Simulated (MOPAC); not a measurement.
Input file for MOPAC: PM6 on AlP+, 2S+1 = 4, a spin state set in the input, which need not be the lowest, a point of a bond scan (R = 2.693 Å). Charge +1.

```
PM6 1SCF PRECISE CHARGE=1 UHF MS=1.5 THREADS=1
AlP

Al     0.00000000 1     0.00000000 1     0.00000000 1
P      0.00000000 1     0.00000000 1     2.69304200 1
```

Output:

```
*******************************************************************************
 **                                                                           **
 **                              MOPAC v23.2.5                                **
 **                                                                           **
 *******************************************************************************
 ** MOPAC's Digital Object Identifier: https://doi.org/10.5281/zenodo.6511958 **
 **                                                                           **
 ** Please cite the open-source release paper for use of this MOPAC version:  **
 ** J. E. Moussa and J. J. P. Stewart (2026)                                  **
 ** MOPAC: An open-source semiempirical molecular orbital program             **
 ** J. Open Source Softw., 11(119), 8025, https://doi.org/10.21105/joss.08025 **
 *******************************************************************************

                              PM6 CALCULATION RESULTS

 *******************************************************************************
 *  PM6        - The PM6 Hamiltonian to be used
 *  UHF        - UNRESTRICTED HARTREE-FOCK CALCULATION
 *
 *
 *
 *                 CHARGE ON SYSTEM = +1
 *
 *
 *
 *  MS=        - IN MECI, MAGNETIC COMPONENT OF SPIN =  1.5
 *  PRECISE    - TIGHTER CRITERIA TO BE USED
 *  1SCF       - DO 1 SCF AND THEN STOP
 *  THREADS=1  - MULTI-THREADING NOT USED
 *  T=         - A TIME OF 172800.0 SECONDS REQUESTED
 *  DUMP=N     - RESTART FILE WRITTEN EVERY 7200.0 SECONDS REQUESTED
 *******************************************************************************
PM6 1SCF PRECISE CHARGE=1 UHF MS=1.5 THREADS=1
 AlP

   ATOM   CHEMICAL          X               Y               Z
  NUMBER   SYMBOL      (ANGSTROMS)     (ANGSTROMS)     (ANGSTROMS)

     1      Al          0.00000000  *   0.00000000  *   0.00000000  *
     2       P          0.00000000  *   0.00000000  *   2.69304200  *



          CARTESIAN COORDINATES

    NO.       ATOM           X           Y           Z

     1        Al          0.0000      0.0000      0.0000
     2         P          0.0000      0.0000      2.6930

 General Reference for PM6:
 "Optimization of Parameters for Semiempirical Methods V: Modification of NDDO Approximations
 and Application to 70 Elements", J. J. P. Stewart, J. Mol. Mod., 13, 1173-1213 (2007)
 URL: https://link.springer.com/article/10.1007/s00894-007-0233-4

           Empirical Formula: Al P  =     2 atoms



      MOLECULAR POINT GROUP   :   C*v


          UHF CALCULATION, NO. OF ALPHA ELECTRONS =    5
                           NO. OF BETA  ELECTRONS =    2

 -------------------------------------------------------------------------------
 PM6 1SCF PRECISE CHARGE=1 UHF MS=1.5 THREADS=1
 AlP



     1SCF WAS SPECIFIED, SO BFGS WAS NOT USED
     SCF FIELD WAS ACHIEVED


                              PM6 CALCULATION
                                                       MOPAC v23.2.5 Linux




          FINAL HEAT OF FORMATION =        281.01048 KCAL/MOL =    1175.74787 KJ/MOL


          COSMO AREA              =        101.98 SQUARE ANGSTROMS
          COSMO VOLUME            =         88.58 CUBIC ANGSTROMS

          IONIZATION POTENTIAL    =         14.613523 EV
          ALPHA SOMO LUMO (EV)    =        -14.614 -5.045
          BETA  SOMO LUMO (EV)    =        -17.032 -7.117
          NO. OF ALPHA ELECTRONS  =          5
          NO. OF BETA  ELECTRONS  =          2
          MOLECULAR WEIGHT        =         57.9553         POINT GROUP:  C*v

          MOLECULAR DIMENSIONS (Angstroms)

            Atom       Atom       Distance
            P     2   Al     1     2.69304
            P     2   Al     1     0.00000
           Al     1    P     2     0.00000


          SCF CALCULATIONS        =          1





   ATOM   CHEMICAL          X               Y               Z
  NUMBER   SYMBOL      (ANGSTROMS)     (ANGSTROMS)     (ANGSTROMS)

     1      Al          0.00000000  *   0.00000000  *   0.00000000  *
     2       P          0.00000000  *   0.00000000  *   2.69304200  *

                             CARTESIAN COORDINATES

   1   Al        0.000000000     0.000000000     0.000000000
   2    P        0.000000000     0.000000000     2.693042000


           Empirical Formula: Al P  =     2 atoms



      MOLECULAR POINT GROUP   :   C*v


          ALPHA EIGENVALUES
 -22.56326 -17.84249 -14.62624 -14.62624 -14.61352  -5.04504  -5.04504  -4.34434
  87.35672  87.35672  88.13442  88.25010  88.25010 132.88834 132.88834 132.91199
 133.46016 133.46016


           BETA EIGENVALUES
 -20.29464 -17.03224  -7.11694  -5.58136  -5.58136  -4.53658  -4.53658  -2.85675
  88.45376  88.45376  88.51993  88.51993  89.44991 134.48990 134.70782 134.70782
 135.08283 135.08283


              NET ATOMIC CHARGES AND DIPOLE CONTRIBUTIONS

  ATOM NO.   TYPE          CHARGE      No. of ELECS.   s-Pop       p-Pop       d-Pop
    1         Al           0.809279        2.1907     1.95329     0.23004     0.00738
    2          P           0.190721        4.8093     1.94372     2.86327     0.00228
 DIPOLE           X         Y         Z       TOTAL
 POINT-CHG.     0.000     0.000    -4.446     4.446
 HYBRID        -0.000     0.000     0.589     0.589
 SUM           -0.000     0.000    -3.857     3.857


          ATOMIC ORBITAL ELECTRON POPULATIONS

     Atom    s        px        py        pz      x^2-y^2     xz        z^2       yz        xy
    1 Al   1.95329   0.00923   0.00923   0.21158   0.00000   0.00076   0.00587   0.00076   0.00000
    2  P   1.94372   0.98999   0.98999   0.88329   0.00000   0.00002   0.00224   0.00002   0.00000


                    (SZ)    =    1.500000
                    (S**2)  =    3.756008


          ATOMIC ORBITAL SPIN POPULATIONS

    Atom   Total    s     px     py     pz   x^2-y^2  xz     z^2    yz     xy
         Atomic
    1 Al  0.1995  0.021  0.009  0.009  0.157  0.000  0.001  0.001  0.001  0.000
    2  P  2.8005  0.028  0.990  0.990  0.792  0.000  0.000 -0.000  0.000 -0.000

 **********************
 *                    *
 * JOB ENDED NORMALLY *
 *                    *
 **********************




 == MOPAC DONE ==
```

The run finished.

Cost: about 0.020 core-seconds (a rough figure).
